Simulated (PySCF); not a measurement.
All numbers come from PySCF, PBE0, basis Re def2-TZVP with ECP60, O def2-TZVP (scalar-relativistic core potentials, no spin–orbit coupling, density fitting).

Each entry is the lowest minimum that a search over a few typed start shapes (and spin states, where more than one is plausible) found, or that minimum re-optimised at the stated level; isomers with ligand–ligand bonds, or fragments after loss of a ligand pair, can lie lower. Open shells are unrestricted.

ReO2 is a quartet of C2v symmetry with Re–O 1.704 Å (×2); O–Re–O 132.6°. Its wavenumbers are 259, 986, 1044 cm⁻¹.

(1) What changes when one electron is removed, giving ReO₂⁺?

Answers

(1) It costs 9.29 eV between the minima (9.30 eV with zero-point energy). ReO₂⁺ is a triplet of C2v symmetry with Re–O 1.659 Å (×2); O–Re–O 111.9°; wavenumbers 358, 1043, 1121 cm⁻¹.

Open d and f shells are described by one determinant, and the ground state may have another occupation or spin. With an element this heavy the missing spin–orbit coupling can shift these numbers.
